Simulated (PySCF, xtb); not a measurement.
Cd(SeH)(SiH3) (CdH4SeSi), SMILES [SiH3][Cd][SeH].

GFN2-xTB run with xtb at its own geometry gives an orbital gap of 2.96 eV and a dipole moment of 6.55 D.

Geometry: B3LYP-D3(BJ)/def2-SVP. The def2 effective core potentials stand for the cores of Cd; spin–orbit coupling is left out. One conformer was computed; it need not be the lowest.

### Question
What does PBE/def2-TZVPD (PySCF) give? (An estimate is asked for; the answer gives what the named calculation found.)

### Answer
gap 3.70 eV (levels -5.64 and -1.94 eV), dipole 1.51 D.
